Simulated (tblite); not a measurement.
Compound: C5H3F3Se.
Numbering: `[F:1][C:2]([F:3])([F:4])[c:5]1[cH:6][cH:7][cH:8][se:9]1` (hydrogens: H10 on C6; H11 on C7; H12 on C8)

Computed with GFN2-xTB (tblite), gas phase: L-BFGS steps from a force-field or distance-geometry start until the largest atomic force falls under 0.01 eV/Å.

Step 17: E = -805.0697 eV
```
atom  x, y, z in Å  |  force x, y, z in eV/Å
F1     -2.4008    1.5214   -0.0027   -0.054  -0.011   0.023
C2     -1.9404    0.2590    0.0394   -0.037   0.016   0.022
F3     -2.4886   -0.3108    1.1320   -0.034   0.047   0.013
F4     -2.4676   -0.3913   -1.0105   -0.014   0.048  -0.010
C5     -0.4625    0.2246    0.0540   -0.085  -0.005  -0.012
C6      0.2954   -0.8524   -0.2955   -0.035   0.038   0.004
C7      1.6824   -0.6186   -0.1768   -0.071  -0.101  -0.029
C8      2.0042    0.6254    0.2680    0.098  -0.079  -0.024
Se9     0.5339    1.6920    0.6006   -0.080  -0.059  -0.040
H10    -0.1553   -1.7715   -0.6355    0.151   0.019   0.014
H11     2.4035   -1.3778   -0.4254    0.072   0.067   0.026
H12     2.9970    0.9992    0.4263    0.088   0.018   0.013
```

Step 18: E = -805.0720 eV
```
atom  x, y, z in Å  |  force x, y, z in eV/Å
F1     -2.3928    1.5252    0.0003   -0.090   0.004   0.019
C2     -1.9427    0.2591    0.0393   -0.040   0.020   0.024
F3     -2.4924   -0.3083    1.1321   -0.024   0.048   0.032
F4     -2.4788   -0.3873   -1.0080    0.006   0.052  -0.028
C5     -0.4652    0.2228    0.0514   -0.053  -0.076  -0.023
C6      0.2958   -0.8529   -0.2958    0.009  -0.021  -0.018
C7      1.6833   -0.6204   -0.1767   -0.044  -0.050  -0.016
C8      2.0026    0.6251    0.2673    0.093  -0.067  -0.015
Se9     0.5281    1.6907    0.5986   -0.015  -0.065  -0.043
H10    -0.1434   -1.7768   -0.6374    0.098   0.030   0.018
H11     2.4106   -1.3769   -0.4238    0.000   0.101   0.037
H12     2.9960    0.9988    0.4269    0.059   0.022   0.012
```

Step 19: E = -805.0737 eV
```
atom  x, y, z in Å  |  force x, y, z in eV/Å
F1     -2.3887    1.5280    0.0028   -0.104   0.015   0.016
C2     -1.9450    0.2595    0.0396   -0.043   0.021   0.016
F3     -2.4955   -0.3055    1.1328   -0.022   0.041   0.041
F4     -2.4866   -0.3833   -1.0068    0.010   0.049  -0.033
C5     -0.4681    0.2203    0.0491   -0.013  -0.103  -0.024
C6      0.2960   -0.8537   -0.2964    0.036  -0.048  -0.025
C7      1.6833   -0.6221   -0.1769    0.002   0.014   0.002
C8      2.0029    0.6237    0.2665    0.054  -0.029   0.000
Se9     0.5236    1.6880    0.5961    0.047  -0.057  -0.038
H10    -0.1332   -1.7803   -0.6385    0.040  -0.001   0.005
H11     2.4160   -1.3745   -0.4220   -0.035   0.086   0.032
H12     2.9965    0.9992    0.4276    0.025   0.011   0.006
```

Step 20: E = -805.0752 eV
```
atom  x, y, z in Å  |  force x, y, z in eV/Å
F1     -2.3865    1.5308    0.0055   -0.095   0.013   0.013
C2     -1.9476    0.2603    0.0402   -0.036   0.018   0.006
F3     -2.4983   -0.3020    1.1344   -0.020   0.030   0.037
F4     -2.4933   -0.3785   -1.0064    0.005   0.042  -0.028
C5     -0.4707    0.2159    0.0466    0.013  -0.078  -0.012
C6      0.2970   -0.8556   -0.2976    0.043  -0.058  -0.024
C7      1.6834   -0.6234   -0.1769    0.040   0.061   0.016
C8      2.0039    0.6221    0.2660    0.012   0.019   0.015
Se9     0.5204    1.6842    0.5931    0.079  -0.038  -0.028
H10    -0.1242   -1.7839   -0.6396   -0.008  -0.047  -0.012
H11     2.4203   -1.3710   -0.4199   -0.035   0.041   0.017
H12     2.9968    1.0004    0.4286    0.002  -0.003   0.000
```

Task: Estimate the geometry and energy of step 21. (The exact step hangs on the optimiser's Hessian estimate; all steps are aligned on step 20, rigid shifts and turns removed.)

Result: E = -805.0763 eV, largest force 0.090 eV/Å
```
atom  x, y, z in Å  |  force x, y, z in eV/Å
F1     -2.3859    1.5336    0.0082   -0.068   0.002   0.010
C2     -1.9502    0.2615    0.0409   -0.021   0.011  -0.003
F3     -2.5010   -0.2981    1.1364   -0.016   0.018   0.023
F4     -2.4992   -0.3733   -1.0063   -0.003   0.031  -0.018
C5     -0.4726    0.2105    0.0441    0.027  -0.033   0.004
C6      0.2988   -0.8587   -0.2992    0.027  -0.043  -0.015
C7      1.6842   -0.6238   -0.1768    0.050   0.072   0.019
C8      2.0047    0.6212    0.2658   -0.018   0.051   0.023
Se9     0.5187    1.6799    0.5897    0.066  -0.009  -0.015
H10    -0.1165   -1.7883   -0.6410   -0.033  -0.080  -0.025
H11     2.4238   -1.3672   -0.4176   -0.013  -0.011   0.000
H12     2.9965    1.0020    0.4296    0.001  -0.010  -0.003
```

The energy changes by -0.0012 eV. The first-order estimate −F·Δx gives -0.0016 eV and the mean of the old and new forces, exact on a quadratic surface, -0.0012 eV. The step makes an angle of 65° with the force vector and moves no atom by more than 0.009 Å.

What follows is the cost of the whole relaxation. On one thread of an Arm Neoverse V2, shared host with 96 logical CPUs at a one-minute load of 52, this took 0.14 s wall.
